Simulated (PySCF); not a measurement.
**BeN: frontier orbitals**

r²SCAN0 at R = 1.647 Å; PySCF, no relativity, basis sets Be 3-21G, N 3-21G. State: ⁴Σ⁻ (quartet), unpaired electrons σ ↑, π ↑↑. Only the outer orbitals are listed, counted within each symmetry.

```csv
spin,orbital,occ.,ε (eV),on Be (%),main shells (%)
α,3σ,1,-22.99,5,92 N s
α,1π,1,-9.55,9,"90 N p, 10 Be p"
α,1π,1,-9.55,9,"90 N p, 10 Be p"
α,4σ,1,-9.45,22,"72 N p, 18 Be s"
α,5σ,1,-6.29,91,"62 Be s, 30 Be p, 9 N p"
α,2π,0,-0.49,91,"91 Be p, 9 N p"
α,2π,0,-0.49,91,"91 Be p, 9 N p"
α,6σ,0,3.19,101,"82 Be p, 19 Be s"
β,3σ,1,-18.44,12,85 N s
β,4σ,1,-7.57,22,"68 N p, 16 Be s, 10 N s"
β,1π,0,-2.53,40,"60 N p, 40 Be p"
β,1π,0,-2.53,40,"60 N p, 40 Be p"
β,5σ,0,-1.73,91,"67 Be s, 24 Be p, 9 N p"
```

Task: Which are the highest filled and the lowest empty level, where do they sit, and how wide is the gap?

Result: Highest filled α 5σ at -6.29 eV (in %: 62 Be s, 30 Be p, 9 N p); lowest empty β 1π at -2.53 eV (in %: 60 N p, 40 Be p); the gap at r²SCAN0 is 3.76 eV.

- bond order (Mayer): 1.10
- ⟨S²⟩: 3.756
- charge on Be (Mulliken, basis-dependent): 0.29
- charge on Be (Löwdin, basis-dependent): 0.04
- dipole moment (positive dipole means Be(−)N(+)): -1.18 D

Shares are Mulliken populations and can fall outside 0 to 100 %.

3-21G is very small, so such numbers show the basis as much as the molecule. The state is the lowest determinant that a PBE0 search found; another state may lie lower at other levels.
